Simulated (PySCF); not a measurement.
Two species compared at the same levels of theory.

First species: 2,5-difluoropyridine, C5H3F2N.
Atom-mapped SMILES: `[F:1][c:2]1[cH:3][cH:4][c:5]([F:6])[n:7][cH:8]1` (hydrogens: H9 on C3; H10 on C4; H11 on C8)

Structure used (PBE0-D3(BJ)/def2-SVP), in Å, numbered top down from 1:
```
atom  x, y, z in Å
F1    -2.6928    0.4401    0.0970
C2    -1.4029    0.1264    0.0608
C3    -0.4381    1.1293    0.0562
C4     0.8969    0.7504    0.0211
C5     1.1744   -0.6177   -0.0075
F6     2.4402   -1.0067   -0.0395
N7     0.2693   -1.5613   -0.0047
C8    -1.0130   -1.2070    0.0288
H9    -0.7407    2.1783    0.0803
H10    1.7086    1.4794    0.0157
H11   -1.7699   -1.9986    0.0310
```

Second species: C9H11N.
Bonds: C1–C2 (double), C2–C3, C3–C4 (aromatic), C4–C5 (aromatic), C5–C6 (aromatic), C6–C7 (aromatic), C7–N8, N8–C9, C7–C10 (aromatic), C3–C10 (aromatic). Hydrogens: H11, H12 on C1; H13 on C2; H14 on C4; H15 on C5; H16 on C6; H17 on N8; H18, H19, H20 on C9; H21 on C10.

Levels: CAM-B3LYP/def2-SVPD for dipole moment, HOMO energy, LUMO energy, HOMO–LUMO gap, static isotropic polarisability and electronic spatial extent ⟨r²⟩ about the centre of nuclear charge; TDDFT CAM-B3LYP/def2-SVPD for lowest singlet excitation; TDA CAM-B3LYP/def2-SVPD for lowest triplet excitation (Tamm–Dancoff); ΔSCF CAM-B3LYP/def2-SVPD for vertical ionisation energy; PBE0-D3(BJ)/def2-SVP for rotational constant A and rotational constant C. Geometries: PBE0-D3(BJ)/def2-SVP. Each species is one conformer at its optimised geometry, gas phase, non-relativistic unless stated; the electronic structure was computed with PySCF and density fitting.

Dipoles, sizes and rotational constants follow the conformer. The torsions of the flexible species, by atom-mapped SMILES:
- `[CH2:1]=[CH:2][c:3]1[cH:4][cH:5][cH:6][c:7]([NH:8][CH3:9])[cH:10]1`: C1–C2–C3–C4 0°, C6–C7–N8–C9 -173°

Values for the first species:

| Quantity | Value |
| --- | --- |
| Dipole moment | 2.41 D |
| HOMO energy | -8.93 eV |
| LUMO energy | -0.42 eV |
| HOMO–LUMO gap | 8.51 eV |
| Lowest singlet excitation | 5.27 eV |
| Lowest triplet excitation (Tamm–Dancoff) | 4.01 eV |
| Static isotropic polarisability | 62.5 au |
| Vertical ionisation energy | 9.81 eV |
| Electronic spatial extent ⟨r²⟩ about the centre of nuclear charge | 872 bohr² |
| Rotational constant A | 5.881 GHz |
| Rotational constant C | 1.183 GHz |

(1) Estimate the same properties for the second species, and the change in each.

Results:

(1) 
```
                                                         property      first      second  second less first
                                                    dipole moment     2.41 D      2.09 D            -0.32 D
                                                      HOMO energy   -8.93 eV    -6.82 eV           +2.11 eV
                                                      LUMO energy   -0.42 eV     0.13 eV           +0.55 eV
                                                    HOMO–LUMO gap    8.51 eV     6.95 eV           -1.56 eV
                                        lowest singlet excitation    5.27 eV     4.29 eV           -0.98 eV
                         lowest triplet excitation (Tamm–Dancoff)    4.01 eV     3.08 eV           -0.93 eV
                                  static isotropic polarisability    62.5 au    122.4 au           +59.9 au
                                       vertical ionisation energy    9.81 eV     7.36 eV           -2.45 eV
electronic spatial extent ⟨r²⟩ about the centre of nuclear charge  872 bohr²  1737 bohr²         +865 bohr²
                                            rotational constant A  5.881 GHz   2.427 GHz         -3.454 GHz
                                            rotational constant C  1.183 GHz   0.656 GHz         -0.527 GHz
```

On the first: S1 lies 3.24 eV below the HOMO–LUMO gap; its leading configuration is HOMO→LUMO, weight 0.87. A dipole of 2.41 D is allowed in Cs, and pure rotational transitions are dipole-allowed.

On the second: The 10 singlets span 4.29 to 6.75 eV, and their oscillator strengths add up to 1.21. The vertical singlet–triplet gap S1 − T1 is 1.21 eV (TDDFT singlet less Tamm–Dancoff triplet; S1: HOMO→LUMO, weight 0.86; T1: HOMO→LUMO, weight 0.63).
